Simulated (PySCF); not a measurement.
**SMILES C#C/C=C\OCOC=O, C6H6O3**

Molfile (atoms numbered from 1):
```
C6H6O3
     RDKit          3D

 15 14  0  0  0  0  0  0  0  0999 V2000
    3.0888    1.6955   -0.4977 C   0  0  0  0  0  0  0  0  0  0  0  0
    2.6170    0.6726   -0.0814 C   0  0  0  0  0  0  0  0  0  0  0  0
    2.0865   -0.5289    0.4265 C   0  0  0  0  0  0  0  0  0  0  0  0
    0.8518   -0.9627    0.1718 C   0  0  0  0  0  0  0  0  0  0  0  0
   -0.0098   -0.2796   -0.6459 O   0  0  0  0  0  0  0  0  0  0  0  0
   -1.3196   -0.7058   -0.6385 C   0  0  0  0  0  0  0  0  0  0  0  0
   -1.9612   -0.3951    0.6009 O   0  0  0  0  0  0  0  0  0  0  0  0
   -2.7276    0.6914    0.6460 C   0  0  0  0  0  0  0  0  0  0  0  0
   -3.0048    1.4100   -0.2617 O   0  0  0  0  0  0  0  0  0  0  0  0
    3.4928    2.5897   -0.8676 H   0  0  0  0  0  0  0  0  0  0  0  0
    2.7351   -1.1212    1.0549 H   0  0  0  0  0  0  0  0  0  0  0  0
    0.4739   -1.8874    0.5924 H   0  0  0  0  0  0  0  0  0  0  0  0
   -1.8308   -0.1813   -1.4535 H   0  0  0  0  0  0  0  0  0  0  0  0
   -1.4036   -1.7975   -0.7473 H   0  0  0  0  0  0  0  0  0  0  0  0
   -3.0929    0.8085    1.6794 H   0  0  0  0  0  0  0  0  0  0  0  0
  1  2  3  0
  2  3  1  0
  3  4  2  0
  4  5  1  0
  5  6  1  0
  6  7  1  0
  7  8  1  0
  8  9  2  0
  1 10  1  0
  3 11  1  0
  4 12  1  0
  6 13  1  0
  6 14  1  0
  8 15  1  0
M  END
```

Computed with GIAO B97-2/pcSseg-1 magnetisability, rotational g tensor and spin-rotation constants, non-relativistic, gas phase (PySCF 2.14.0). Geometry: GFN2-xTB.

(1) Give the nuclear spin-rotation constants along the inertial axes (H = +C I·J) beside the isotropic shieldings.

Answers

(1) Rotational constants 3.3886, 0.7909, 0.7006 GHz. A star marks the isotopologue with that one atom substituted, in its own axes.
| atom | isotope | Caa (kHz) | Cbb (kHz) | Ccc (kHz) | mean (kHz) | σ (ppm) |
| --- | --- | --- | --- | --- | --- | --- |
| H10 | 1H | -0.301 | 0.005 | -0.076 | -0.124 | 29.0 |
| H11 | 1H | -0.151 | -0.028 | -0.043 | -0.074 | 26.9 |
| H12 | 1H | -0.251 | 0.049 | -0.074 | -0.092 | 25.3 |
| H13 | 1H | -0.227 | -0.034 | 0.002 | -0.086 | 24.9 |
| H14 | 1H | -0.329 | 0.038 | -0.067 | -0.119 | 26.9 |
| H15 | 1H | -0.190 | -0.072 | 0.041 | -0.074 | 23.7 |
| C1 | 13C* | 0.937 | 0.128 | 0.219 | 0.428 | 96.0 |
| C2 | 13C* | 1.029 | 0.050 | 0.237 | 0.439 | 107.6 |
| C3 | 13C* | 0.818 | 0.263 | 0.138 | 0.406 | 92.7 |
| C4 | 13C* | 1.084 | 0.369 | 0.206 | 0.553 | 24.6 |
| O5 | 17O* | -0.825 | -0.170 | -0.079 | -0.358 | 164.6 |
| C6 | 13C* | 0.731 | 0.205 | 0.179 | 0.371 | 99.9 |
| O7 | 17O* | -0.518 | -0.202 | -0.235 | -0.318 | 93.9 |
| C8 | 13C* | 1.202 | 0.266 | 0.263 | 0.577 | 25.4 |
| O9 | 17O* | -0.881 | -0.381 | -0.317 | -0.526 | -91.3 |

For the geometry as given, no vibrational averaging.
